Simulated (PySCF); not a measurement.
## Computed properties of C6H15Sb, SMILES C[CH2][Sb]([CH2]C)[CH2]C

Sb(Et)3 (C6H15Sb), SMILES C[CH2][Sb]([CH2]C)[CH2]C. The structure is a stationary point at B3LYP-D3(BJ)/def2-SVP. The isomer is the one that the SMILES or the coordinates give; other isomers of the formula were not compared. The def2 effective core potentials stand for the cores of Sb; spin–orbit coupling is left out. Other conformers were not sampled. All values are computed for the isolated molecule unless a solvent is named; none is compared with measurement here.

**Structure.** All 60 harmonic modes at B3LYP-D3(BJ)/def2-SVP (PySCF) are real, so it is a minimum. With heavy atoms numbered as in [Sb:1]([CH2:2][CH3:3])([CH2:9][CH3:10])[CH2:16][CH3:17], the shortest bond between them is C16–C17 at 1.525 Å and the longest Sb1–C2 at 2.220 Å.

**Vibrations.** The strongest infrared lines (harmonic, unscaled, degenerate partners summed) lie at 3019 cm⁻¹ (51 km/mol, H 96 %), 3014 cm⁻¹ (46 km/mol, H 97 %), 3116 cm⁻¹ (34 km/mol, H 91 %, C 9 %). The softest mode is at 51 cm⁻¹ and the zero-point energy is 122.1 kcal/mol.

**Electronic structure.** PBE0/def2-SVP (PySCF) places the frontier levels at -6.15 and 0.43 eV, a gap of 6.58 eV, and gives a dipole moment of 0.78 D and a mean polarisability of 108.0 bohr³.

**Excitations.** TDDFT-CAM-B3LYP/def2-SVP (PySCF) has S1 at 5.69 eV (218 nm, f = 0.120, bright); the most intense of the 10 singlets computed lies at 7.75 eV (f = 0.30). T1 (TDA) is at 4.57 eV. No vertical singlet excitation falls in the visible range (under 3.1 eV).
